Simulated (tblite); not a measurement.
Compound: C₉H₉P.
SMILES with atom numbers: `[CH3:1][p:2]1[cH:3][cH:4][c:5]2[cH:6][cH:7][cH:8][cH:9][c:10]12` (hydrogens: H11, H12, H13 on C1; H14 on C3; H15 on C4; H16 on C6; H17 on C7; H18 on C8; H19 on C9)

Computed with GFN2-xTB (tblite): harmonic, unscaled wavenumbers at the GFN2-xTB geometry, gas phase. This tight-binding method is rough: wavenumbers can miss measured ones by several per cent, in bad cases by 10 to 20.

Harmonic wavenumbers (cm⁻¹): 91.7, 119.8, 172.7, 217.6, 234.5, 325.3, 378.4, 423.9, 476.5, 495.0, 516.6, 616.5, 668.1, 685.0, 723.1, 752.8, 765.3, 788.3, 839.5, 873.2, 878.2, 881.1, 890.2, 909.8, 926.9, 1037.9, 1078.9, 1084.8, 1156.6, 1178.9, 1205.7, 1242.6, 1294.8, 1299.4, 1342.4, 1422.2, 1437.5, 1443.7, 1443.9, 1551.7, 1583.1, 1588.2, 3000.9, 3013.2, 3015.2, 3066.6, 3068.3, 3072.9, 3077.3, 3087.4, 3091.1.

A = 2284, B = 1016, C = 773.2 MHz; mass 148.044 u (most abundant isotopes); point group C1, symmetry number 1.

Question: What is the zero-point energy?

Answer: ½Σν̃ = 32268 cm⁻¹ = 92.26 kcal/mol.

Question: Give the ideal-gas entropy at 350 K and 1 bar in the rigid-rotor, harmonic-oscillator model (classical rotation).

Answer: Translation 41.71, rotation 30.05, vibration 27.08: S = 98.8 cal/(mol K).

Question: And Cp and H(350 K) − H(0)?

Answer: Cp = 43.70 cal/(mol K), of which vibrations give 35.75 (their classical limit is 51 R = 101.3); H(350 K) − H(0) = 8.35 kcal/mol without the zero-point energy, 5.57 from vibrations.

Question: How do the functions run with temperature in this model?

Answer: 
```json
{"T (K)": "150", "S (cal/(mol K))": "73.2", "Cp (cal/(mol K))": "20.3", "H − H(0) (kcal/mol)": "1.97", "G − H(0) (kcal/mol)": "-9.01", "ln q(vib)": "1.50"}
{"T (K)": "250", "S (cal/(mol K))": "86.2", "Cp (cal/(mol K))": "31.9", "H − H(0) (kcal/mol)": "4.57", "G − H(0) (kcal/mol)": "-16.99", "ln q(vib)": "3.42"}
{"T (K)": "298.15", "S (cal/(mol K))": "92.3", "Cp (cal/(mol K))": "37.7", "H − H(0) (kcal/mol)": "6.24", "G − H(0) (kcal/mol)": "-21.28", "ln q(vib)": "4.45"}
{"T (K)": "400", "S (cal/(mol K))": "105.0", "Cp (cal/(mol K))": "49.1", "H − H(0) (kcal/mol)": "10.68", "G − H(0) (kcal/mol)": "-31.34", "ln q(vib)": "6.78"}
{"T (K)": "600", "S (cal/(mol K))": "128.3", "Cp (cal/(mol K))": "65.6", "H − H(0) (kcal/mol)": "22.27", "G − H(0) (kcal/mol)": "-54.72", "ln q(vib)": "11.62"}
{"T (K)": "900", "S (cal/(mol K))": "158.0", "Cp (cal/(mol K))": "80.5", "H − H(0) (kcal/mol)": "44.39", "G − H(0) (kcal/mol)": "-97.81", "ln q(vib)": "18.80"}
```

q(vib) and H(0) count from the zero-point level.

Question: What must be added to the electronic energy to get the Gibbs energy at 350 K and 1 bar?

Answer: ZPE + [H(350 K) − H(0)] − T·S = 92.26 + 8.35 − 34.59 = 66.02 kcal/mol.

Question: Which modes carry the vibrational entropy at 350 K?

Answer: 91.7 cm⁻¹: 3.94; 119.8 cm⁻¹: 3.41; 172.7 cm⁻¹: 2.71; 217.6 cm⁻¹: 2.27; 234.5 cm⁻¹: 2.14; 325.3 cm⁻¹: 1.55 cal/(mol K); the other 45 give 11.06 together.

Hindered rotation and anharmonicity are outside this model. The structure is chiral; the term R ln 2 for an equal mix with its mirror image is left out.

Hardware: one thread of an Arm Neoverse V1, shared host with 64 logical CPUs at a one-minute load of 16. Cost: 0.84 s. This covers the Hessian and the dipole derivatives.
